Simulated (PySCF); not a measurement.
## How methods differ on the ionisation energy of Sn⁺

Sn⁺ [Kr] 4d10 5s2 5p1 (2P) → Sn²⁺ [Kr] 4d10 5s2 (1S), as a difference of total energies. All numbers are calculated (PySCF 2.14, a scalar-relativistic core potential, in aug-cc-pVTZ-PP with ECP28MDF). Correlated levels: valence: 4s2 4p6 4d10 frozen. The calculations carry no spin-orbit coupling.

Order these methods by the ionisation energy they give, lowest first.
A. PBE
B. LDA
C. revPBE
D. MP2 (valence)

D (13.954 eV), C (14.159 eV), A (14.218 eV), B (14.399 eV).

Errors of the correlated levels include the incompleteness of this basis and the frozen core.

For comparison: 14.282 eV (measured; NIST levels, between the centres of gravity of the two terms).
